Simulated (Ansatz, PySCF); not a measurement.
Pulling on the Al1–H2 bond in AlH3Se (SMILES [AlH2][SeH]) (multiplicity 1 held, fragments rigid). Energies count from the point at 1.573 Å.
Geometry at that point (charge 0, multiplicity 1):
```xyz
5

Al     0.3641     0.0275    -1.5573
H     -0.6985    -0.5698    -2.5521
H      1.7454     0.6424    -1.9937
Se    -0.2012    -0.0305     0.6966
H      1.0606     0.6067     1.1072
```

R- and RO- levels are restricted; in cc, def2 and unpolarised 6-31G sets they are followed outwards from rest. Unrestricted levels (U-) break spin symmetry where that is lower. Levels need not reach the same state.

Rows in LANL2DZ carry no dispersion term and start afresh at each structure. LANL2DZ brings its own core potentials from Na on.

Programs: Ansatz (a first-principles code); PySCF for LANL2DZ rows. 

Q: One of these levels gives 3.549 eV for the energy at R = 5.035 Å. Name it.
A. R-r2SCAN/def2-TZVPP
B. U-HF/LANL2DZ
C. R-wB97X-V/def2-TZVPP
D. U-PBE/def2-TZVPP

A: D, U-PBE/def2-TZVPP. The others give 2.784 (U-HF/LANL2DZ), 5.050 (R-r2SCAN/def2-TZVPP), 6.318 (R-wB97X-V/def2-TZVPP)

Doubts at one or more of the structures used: a spin-contaminated determinant (U-HF/LANL2DZ, U-PBE/def2-TZVPP); a restricted determinant that unrestricted orbitals would lower (R-r2SCAN/def2-TZVPP, R-wB97X-V/def2-TZVPP).
